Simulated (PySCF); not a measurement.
CdCl, SMILES [Cl][Cd+], charge +1. Coordinates come from a B3LYP-D3(BJ)/def2-TZVPD optimisation. The multiplicity is an assumed one; other spin states were not compared. The def2 effective core potentials stand for the cores of Cd; spin–orbit coupling is left out.

Computed equilibrium geometry at B3LYP-D3(BJ)/def2-TZVPD (PySCF confirms it by a frequency run) as a Z-matrix, and its point group:
point group C∞v.
```
Cd
Cl 1 2.2674
```
Charge +1, spin multiplicity 1.
